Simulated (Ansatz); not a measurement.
`F[Si]([SiH3])(Cl)Cl` + `[OH][AlH][SiH3]` → `[SiH3][O][AlH][SiH3]` + `F[SiH](Cl)Cl`  (cleavage of the Si–Si bond)

Isolated molecules relaxed with PBE0-D4/def2-TZVP in Ansatz; ΔE leaves out vibrations. CBS: MP2 limit from def2 TZ/QZ plus the TZ coupled-cluster correction, frozen cores. DFT in def2-TZVPP. B3LYP here is the variant with VWN-RPA as its local correlation; programs differ in this. One conformer a species, not always the lowest.

| level | ΔE (kJ/mol) | difference from CCSD(T)/CBS |
| --- | --- | --- |
| PBE-D4 | -79.5 | 29.6 |
| r2SCAN-D4 | -102.1 | 7.0 |
| PBE0-D4 | -91.0 | 18.1 |
| B3LYP-D4 | -105.7 | 3.4 |
| ωB97X-V | -105.6 | 3.5 |
| ωB97M-V | -109.8 | -0.7 |
| B2PLYP | -114.2 | -5.1 |
| PBE | -81.9 | 27.2 |
| r2SCAN | -102.5 | 6.6 |
| PBE0 | -93.1 | 16.0 |
| B3LYP | -109.8 | -0.7 |
| HF/def2-TZVPP | -141.3 | -32.2 |
| MP2/def2-TZVPP | -117.4 | -8.3 |
| SCS-MP2/def2-TZVPP | -122.9 | -13.8 |
| CCSD/def2-TZVPP | -116.0 | -6.9 |
| CCSD(T)/def2-TZVPP | -111.5 | -2.4 |
| HF/def2-QZVPP | -144.1 | -35.0 |
| MP2/def2-QZVPP | -117.0 | -7.9 |
| SCS-MP2/def2-QZVPP | -122.5 | -13.4 |
| HF/CBS(def2) | -144.5 | -35.4 |
| MP2/CBS(def2) | -115.1 | -6.0 |
| CCSD/CBS(def2) | -113.7 | -4.6 |
| CCSD(T)/CBS | -109.1 | 0 |

Largest T1 diagnostic among the species: 0.014.

The D4 term adds +4.1 kJ/mol with B3LYP and +2.1 kJ/mol with PBE0; it sums over pairs of atoms, weighted by their polarisabilities, and B3LYP, whose exchange is more repulsive, gets the larger term. In def2-TZVPP, CCSD(T) changes the Hartree–Fock value by +29.8 kJ/mol (the triples alone add +4.5 kJ/mol) and MP2 by +23.9 kJ/mol.
